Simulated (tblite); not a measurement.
Compound: C3H13NOSi3.
SMILES with atom numbers: `[CH2:1]=[CH:2][CH2:3][Si@H:4]([OH:5])[NH:6][SiH2:7][SiH3:8]` (hydrogens: H9, H10 on C1; H11 on C2; H12, H13 on C3; H14 on Si4; H15 on O5; H16 on N6; H17, H18 on Si7; H19, H20, H21 on Si8)

A start from a force field or distance geometry was refined with tblite 0.8.0, GFN2-xTB geometry optimisation, gas phase. Values at the start:

| coordinate | start |
| --- | --- |
| C1=C2 | 1.345 Å |
| C1–H9 | 1.084 Å |
| C2–C3 | 1.492 Å |
| C2–H11 | 1.100 Å |
| C3–Si4 | 1.879 Å |
| C3–H12 | 1.106 Å |
| C3–H13 | 1.093 Å |
| Si4–O5 | 1.656 Å |
| Si4–N6 | 1.702 Å |
| Si4–H14 | 1.467 Å |
| O5–H15 | 0.963 Å |
| N6–Si7 | 1.694 Å |
| N6–H16 | 1.030 Å |
| Si7–Si8 | 2.315 Å |
| Si7–H17 | 1.488 Å |
| Si8–H19 | 1.496 Å |
| C1–C2–C3 | 125.0° |
| C2–C3–Si4 | 116.2° |
| C3–Si4–O5 | 111.9° |
| C3–Si4–N6 | 113.6° |
| Si4–N6–Si7 | 113.4° |
| O5–Si4–N6 | 100.0° |
| N6–Si7–Si8 | 117.7° |
| C1–C2–C3–Si4 | -120° |
| C2–C3–Si4–O5 | 60° |
| C3–Si4–N6–Si7 | -85° |
| Si4–N6–Si7–Si8 | 79° |

Task: How do these coordinates change at the GFN2-xTB level?

Result: 
```
    coordinate  GFN2-xTB (Å or °)  change
        N6–Si7              1.741  +0.047
        C3–Si4              1.911  +0.032
        Si4–N6              1.732  +0.030
        Si4–O5              1.628  -0.028
       Si8–H19              1.468  -0.028
        N6–H16              1.008  -0.022
         C1=C2              1.324  -0.021
        C3–H12              1.087  -0.019
        C2–H11              1.082  -0.018
       Si7–H17              1.472  -0.016
       Si7–Si8              2.304  -0.011
        O5–H15              0.955  -0.008
       Si4–H14              1.460  -0.007
         C2–C3              1.485  -0.007
         C1–H9              1.079  -0.005
        C3–H13              1.090  -0.003
    Si4–N6–Si7              130.6   +17.2
     O5–Si4–N6              108.0    +8.0
     C2–C3–Si4              109.2    -7.0
    N6–Si7–Si8              111.6    -6.1
     C3–Si4–N6              109.9    -3.7
     C3–Si4–O5              109.3    -2.6
      C1–C2–C3              124.6    -0.4
  C1–C2–C3–Si4                -93     +27
 C3–Si4–N6–Si7                -64     +21
Si4–N6–Si7–Si8                 65     -14
  C2–C3–Si4–O5                 52      -8
```

The energy falls by 12.8 kcal/mol over 119 L-BFGS steps, the largest force on an atom goes from 2.38 to 0.009 eV/Å, and the atoms move by 0.408 Å rms after alignment. The bond that changes most is N6–Si7 (nitrogen bridging silicon atoms to SiH2 silicon), which lengthens by 0.047 Å. Bonds longer at the end by more than 0.005 Å: 3 of 20; shorter: 13. Among the dihedrals that turn most is H14–Si4–O5–H15, from -176° to -146°. Rotational constants go from 1448, 738.5, 539.0 to 1546, 748.7, 560.8 MHz.

Time: 2.3 s wall. Hardware: one thread, AMD EPYC 7R43 (x86_64), on a shared host.

GFN2-xTB frequencies show an imaginary mode (27i cm⁻¹), so the point is no minimum at that level. 3 starts were optimised and ended at 0.00, 0.12 and 3.01 kcal/mol (GFN2-xTB); the lowest of these is shown.

These are computed values.
